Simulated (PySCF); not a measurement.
**Dipole response of Cr³⁺ (chromium, charge +3)**

[Ar] 3d3, high-spin 4F determinant. All numbers are calculated (PySCF 2.14, scalar relativity by spin-free X2C-1e, in aug-cc-pVQZ-DK). Coupled (time-dependent) response in atomic units; α is the mean over directions.

```json
{"method": "PBE", "mean α (bohr³)": "2.208", "C₆ (like pair)": "5.583", "S(−4)": "1.885"}
```

S(−4) is the Cauchy moment in α(ω) = α(0) + S(−4) ω² + …

α(iu) at PBE:

```csv
u (hartree),α(iu) (bohr³)
0,2.208
0.0500,2.203
0.100,2.189
0.200,2.138
0.300,2.062
0.500,1.878
0.750,1.647
1.00,1.442
1.50,1.112
2.00,0.8689
3.00,0.5595
5.00,0.2810
```

A single London oscillator, α(iu) = α/(1 + u²/ω²), gives C₆ = (3/4) ω α². Matching the computed C₆ needs ω = 4 × 5.583 / (3 × 2.208²) = 1.53 hartree.

For an ion, C₆ is the dispersion term alone; charge-induced terms of lower order in 1/R come first.
